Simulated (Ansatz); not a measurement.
Ansatz results at the PBE0-D4/def2-TZVP geometry: ideal-gas entropy at 298 K and 1 bar (rigid rotor, harmonic PBE0-D4/def2-TZVP) 334 J/(mol·K); size of the dipole moment (B3LYP/def2-TZVPP) 0.35 D; zero-point energy (PBE0-D4/def2-TZVP) 118.2 kJ/mol.

Which molecule gave them?
A. `[Cl][SnH][GeH3]`•
B. `C[SiH]N`•
C. `[SiH2]O[SiH3]`•
D. `[SiH2]N[SiH2]Cl`•

C. The others give `C[SiH]N`•: 304, 1.25, 184.3; `[SiH2]N[SiH2]Cl`•: 355, 1.63, 134.3; `[Cl][SnH][GeH3]`•: 370, 2.66, 79.4.

B3LYP here is the variant with VWN-RPA as its local correlation; programs differ in this.
